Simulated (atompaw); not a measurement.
## An all-electron radial function and its pseudo partner (Si (Z = 14))

Columns: radius, all-electron u(r) and pseudo u(r) of the 2s shell (level -141.16 eV) of silicon in the configuration [He] 2s2 2p6 3s1 3p3; PBE, scalar-relativistic, PAW (atompaw) scheme, atompaw 4.2.0.5.

```json
{"r (bohr)": "0.037", "all-electron": "-0.5787", "pseudo": "0.1915"}
{"r (bohr)": "0.073", "all-electron": "-0.6053", "pseudo": "0.3739"}
{"r (bohr)": "0.110", "all-electron": "-0.3758", "pseudo": "0.5535"}
{"r (bohr)": "0.146", "all-electron": "-0.0574", "pseudo": "0.7172"}
{"r (bohr)": "0.183", "all-electron": "0.2819", "pseudo": "0.8708"}
{"r (bohr)": "0.219", "all-electron": "0.5821", "pseudo": "1.0034"}
{"r (bohr)": "0.256", "all-electron": "0.8413", "pseudo": "1.1203"}
{"r (bohr)": "0.292", "all-electron": "1.0398", "pseudo": "1.2137"}
{"r (bohr)": "0.329", "all-electron": "1.1904", "pseudo": "1.2879"}
{"r (bohr)": "0.365", "all-electron": "1.2900", "pseudo": "1.3387"}
{"r (bohr)": "0.402", "all-electron": "1.3509", "pseudo": "1.3695"}
{"r (bohr)": "0.438", "all-electron": "1.3767", "pseudo": "1.3799"}
{"r (bohr)": "0.475", "all-electron": "1.3756", "pseudo": "1.3719"}
{"r (bohr)": "0.512", "all-electron": "1.3525", "pseudo": "1.3473"}
{"r (bohr)": "0.548", "all-electron": "1.3143", "pseudo": "1.3098"}
{"r (bohr)": "0.585", "all-electron": "1.2629", "pseudo": "1.2600"}
{"r (bohr)": "0.621", "all-electron": "1.2048", "pseudo": "1.2033"}
{"r (bohr)": "0.658", "all-electron": "1.1396", "pseudo": "1.1390"}
{"r (bohr)": "0.694", "all-electron": "1.0731", "pseudo": "1.0730"}
{"r (bohr)": "0.731", "all-electron": "1.0036", "pseudo": "1.0036"}
{"r (bohr)": "0.767", "all-electron": "0.9361", "pseudo": "0.9361"}
{"r (bohr)": "0.804", "all-electron": "0.8680", "pseudo": "0.8680"}
{"r (bohr)": "0.840", "all-electron": "0.8038", "pseudo": "0.8038"}
{"r (bohr)": "0.877", "all-electron": "0.7404", "pseudo": "0.7404"}
{"r (bohr)": "0.913", "all-electron": "0.6818", "pseudo": "0.6818"}
{"r (bohr)": "0.950", "all-electron": "0.6248", "pseudo": "0.6248"}
```

Task: How many radial nodes do the two functions have?

Result: The all-electron 2s function has n − l − 1 = 1; the pseudo-wave has 0, since the states of the same l below it are removed with the core.

Task: At about which radius was the pseudo-wave matched?

Result: 0.80 bohr. The columns agree to 0.0005 from 0.69 bohr on; several derivatives are matched, so the curves merge somewhat inside the radius.

Task: Where does each function peak?

Result: Outermost all-electron maximum near 0.44 bohr, pseudo maximum near 0.44 bohr (to the table’s step).

Task: Is the pseudo-wave norm-conserving?

Result: No, it belongs to a PAW set: the norm inside the radius is not constrained, and the difference is carried by the augmentation charge.
